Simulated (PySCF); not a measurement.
TaOF2, SMILES [O]=[Ta+]([F])[F], charge +1, multiplicity 1.

Geometry optimised at r2SCAN-D4/def2-TZVP. The multiplicity is an assumed one; other spin states were not compared. The isomer is the one that the SMILES or the coordinates give; other isomers of the formula were not compared. The def2 effective core potentials stand for the cores of Ta; spin–orbit coupling is left out.

Calculation: M06-2X/def2-TZVPD (PySCF).

Symmetry labels are those of the subgroup Cs that the program uses (full group Cs).

Computed valence orbital energies around the gap with their symmetry:
| orbital | symmetry | energy (eV) |
|---|---|---|
| HOMO−7 | A' | -22.38 |
| HOMO−6 | A' | -21.76 |
| HOMO−5 | A" | -21.75 |
| HOMO−4 | A' | -21.50 |
| HOMO−3 | A" | -20.81 |
| HOMO−2 | A' | -18.94 |
| HOMO−1 | A' | -18.61 |
| HOMO | A" | -18.38 |
| LUMO | A' | -9.90 |
| LUMO+1 | A" | -8.18 |
| LUMO+2 | A' | -7.59 |
| LUMO+3 | A' | -6.20 |
